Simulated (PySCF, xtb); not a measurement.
C2H3BBrCl, SMILES C=CB(Cl)Br. Other conformers were not sampled.

Harmonic wavenumbers (cm⁻¹) from GFN2-xTB run with xtb at its own minimum, in rising order: 86, 159, 208, 302, 387, 466, 593, 782, 939, 978, 1032, 1084, 1294, 1406, 1632, 3042, 3087, 3116.

Q: What does PBE0-D3(BJ)/def2-SVP (PySCF) give at its own minimum? (An estimate is asked for; the answer gives what the named calculation found.)

A: 92, 175, 222, 362, 402, 476, 639, 902, 1025, 1028, 1041, 1128, 1298, 1425, 1690, 3153, 3177, 3256. Paired by order, the mean absolute difference is 50 cm⁻¹ and the zero-point energies are 29.4 and 30.7 kcal/mol.
